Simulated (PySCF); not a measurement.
PhCH2CH2F, C8H9F.
Bonds: F1–C2, C2–C3, C3–C4, C4–C5 (aromatic), C5–C6 (aromatic), C6–C7 (aromatic), C7–C8 (aromatic), C8–C9 (aromatic), C4–C9 (aromatic). Hydrogens: H10, H11 on C2; H12, H13 on C3; H14 on C5; H15 on C6; H16 on C7; H17 on C8; H18 on C9.

The same species was optimised twice, with GFN2-xTB and with PBE0-D3(BJ)/def2-SVP (PySCF), and the same property calculations (PySCF, gas phase) were run on both structures.

```
     coordinate  GFN2-xTB  PBE0-D3(BJ)/def2-SVP  change
      C4–C5 (Å)     1.389                 1.400  +0.011
      C4–C9 (Å)     1.389                 1.400  +0.011
      C8–C9 (Å)     1.384                 1.394  +0.010
      C6–C7 (Å)     1.384                 1.394  +0.010
      C7–C8 (Å)     1.384                 1.394  +0.010
      C5–C6 (Å)     1.384                 1.393  +0.009
      C2–C3 (Å)     1.527                 1.518  -0.009
      F1–C2 (Å)     1.374                 1.372  -0.002
      C3–C4 (Å)     1.503                 1.504  +0.001
   C2–C3–C4 (°)     109.8                 111.5    +1.7
   C5–C4–C9 (°)     118.9                 118.3    -0.6
   C3–C4–C9 (°)     120.5                 120.9    +0.4
   C4–C5–C6 (°)     120.6                 120.9    +0.3
   C4–C9–C8 (°)     120.6                 121.0    +0.4
   C3–C4–C5 (°)     120.5                 120.7    +0.2
   C6–C7–C8 (°)     119.7                 119.6    -0.1
   F1–C2–C3 (°)     110.4                 110.3    -0.1
F1–C2–C3–C4 (°)       180                  -179      +1
C2–C3–C4–C5 (°)        89                    87      -2
```

Rotational constants: A = 4479, B = 843.3, C = 757.7 MHz (GFN2-xTB) against A = 4457, B = 832.6, C = 747.1 MHz (PBE0-D3(BJ)/def2-SVP). Atoms that the bonding makes alike are paired by their places after alignment.

On the GFN2-xTB structure: HOMO (eV) -7.30 [PBE0/pcSseg-1]; LUMO (eV) -0.34 [PBE0/pcSseg-1]; dipole (D) 1.80 [PBE0/pcSseg-1]; GIAO shielding of F1 (ppm) 403.2 [PBE0/pcSseg-1]; GIAO shielding of C2 (ppm) 97.7 [PBE0/pcSseg-1]; GIAO shielding of C3 (ppm) 144.1 [PBE0/pcSseg-1]; GIAO shielding of C4 (ppm) 45.7 [PBE0/pcSseg-1]; GIAO shielding of C5/C9 (mean) (ppm) 52.0 [PBE0/pcSseg-1]; GIAO shielding of C6/C8 (mean) (ppm) 52.4 [PBE0/pcSseg-1]; GIAO shielding of C7 (ppm) 54.6 [PBE0/pcSseg-1].

Q: What do these properties become on the PBE0-D3(BJ)/def2-SVP structure?

A: 
```csv
property,level,on GFN2-xTB,on PBE0-D3(BJ)/def2-SVP,change
HOMO (eV),PBE0/pcSseg-1,-7.30,-7.29,+0.01
LUMO (eV),PBE0/pcSseg-1,-0.34,-0.41,-0.07
dipole (D),PBE0/pcSseg-1,1.80,1.78,-0.02
"energy, GFN2-xTB geometry as zero (kcal/mol)",PBE0/pcSseg-1,0.0,-0.3,-0.3
GIAO shielding of F1 (ppm),PBE0/pcSseg-1,403.2,403.1,-0.1
GIAO shielding of C2 (ppm),PBE0/pcSseg-1,97.7,97.8,+0.1
GIAO shielding of C3 (ppm),PBE0/pcSseg-1,144.1,143.6,-0.5
GIAO shielding of C4 (ppm),PBE0/pcSseg-1,45.7,43.6,-2.1
GIAO shielding of C5/C9 (mean) (ppm),PBE0/pcSseg-1,52.0,49.1,-2.9
GIAO shielding of C6/C8 (mean) (ppm),PBE0/pcSseg-1,52.4,50.0,-2.4
GIAO shielding of C7 (ppm),PBE0/pcSseg-1,54.6,51.8,-2.8
```

The heavy atoms differ by 0.026 Å rms after alignment (one structure mirrored). Among bonds between heavy atoms C4–C5, C4–C9, C6–C7, C7–C8 and C8–C9 change most and about equally (+0.010 to +0.011 Å). Changes are differences of the printed values. Neither structure is proved a minimum here.

Conformer computed: `[F:1][CH2:2][CH2:3][c:4]1[cH:5][cH:6][cH:7][cH:8][cH:9]1`: F1–C2–C3–C4 -179°, C2–C3–C4–C5 87°.
